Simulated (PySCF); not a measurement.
# C6H10OS: core ionisation energies

C₆H₁₀OS.
Atom-mapped SMILES: `[CH3:1][S:2]/[C:3]([CH3:4])=[CH:5]/[C:6]([CH3:7])=[O:8]`

Computed with PySCF 2.14.0, delta-SCF UKS SCAN, pcX-2 on the ionised atom, pcseg-1 elsewhere, spin-free X2C. Each binding energy is the total energy of the core-ionised species, with the hole localised on one atom, minus that of the ground state; both are solved self-consistently, so orbital relaxation is included.

**Question.** List the computed XPS lines with their assignment.

**Answer.** 
| atom(s) | environment | level | binding energy (eV) | above the level's lowest (eV) | count |
| --- | --- | --- | --- | --- | --- |
| C1 | S-methyl carbon | C 1s | 291.65 | +1.82 | 1 |
| S2 | sulfide sulfur | S 1s | 2477.45 | 0.00 | 1 |
| C3 | fully substituted alkene carbon | C 1s | 291.34 | +1.51 | 1 |
| C4 | allylic carbon | C 1s | 290.74 | +0.91 | 1 |
| C5 | alkene CH carbon | C 1s | 289.83 | 0.00 | 1 |
| C6 | ketone carbonyl carbon | C 1s | 292.35 | +2.52 | 1 |
| C7 | methyl carbon next to a carbonyl | C 1s | 290.54 | +0.71 | 1 |
| O8 | ketone oxygen | O 1s | 536.35 | 0.00 | 1 |

Lowest listed C 1s: C5, bonded to C (double bond), C and H. Highest, 2.52 eV above it: C6, bonded to O (double bond) and 2 C.

**Question.** What is the longest wavelength that can ionise C 1s of C5 vertically?

**Answer.** λ = hc/E = 12398.42 eV Å / 289.83 eV = 42.778 Å.

**Question.** Express the binding energy of C 1s of C5 in atomic units and per mole.

**Answer.** 289.83 eV = 10.6511 Eh = 27964 kJ/mol.

Not every level is listed. Spin contamination (⟨S²⟩ against 0.75 for a pure doublet) is marked for C 1s of C3 (0.89), which makes this value less certain. The structure is a single PBE0-D3(BJ)/def2-SVP conformer in the gas phase; no vibrational or solvent corrections.

The run took 96 s wall on one thread of an x86-64 server, on a shared host.

The values belong to the conformer `[CH3:1][S:2]/[C:3]([CH3:4])=[CH:5]/[C:6]([CH3:7])=[O:8]`: C1–S2–C3–C4 180°, C3–C5–C6–C7 -179°.
